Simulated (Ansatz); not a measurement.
```yaml
crystal:
  periodic: [true, true, true]
  atoms:
    - {symbol: C, position_ang: [0.080032, 0.881368, -0.453338]}
    - {symbol: C, position_ang: [-0.715846, 0.060612, 0.550686]}
    - {symbol: Si, position_ang: [-0.178597, -1.735301, 0.939292]}
    - {symbol: O, position_ang: [1.139482, -1.927535, -0.041575]}
    - {symbol: H, position_ang: [0.087696, 0.412371, -1.442790]}
    - {symbol: H, position_ang: [-0.329362, 1.885898, -0.587385]}
    - {symbol: H, position_ang: [1.120920, 1.006731, -0.137653]}
    - {symbol: H, position_ang: [-0.760240, 0.568173, 1.525956]}
    - {symbol: H, position_ang: [-1.771465, -0.013506, 0.248445]}
    - {symbol: H, position_ang: [1.410378, -1.189913, -0.598735]}
basis:
  gaussian: {orbitals: ANO-RCC-VTZP}
hamiltonian: {xc: {name: B97M-V}}
```

```sh
$ ansatz run in.yaml --threads 4 --pin off --events-out ev --progress --plain --max-ram 10444MiB
```

Shortened log:

```
Error: YAML parse error: error: line 2 column 3: crystal: missing field `lattice` (a structure is typed as `lattice` and `atoms`, a molecule's as `atoms` in Å alone, or read from a run's directory, `checkpoint`)
 --> <input>:2:3
1 | crystal:
2 |   periodic: [true, true, true]
3 |   atoms:
4 |     - {symbol: C, position_ang: [0.080032, 0.881368, -0.453338]}
```

(1) What is wrong with this run?

Answers

(1) The molecule is marked periodic without a cell. The input was rejected before any iteration.
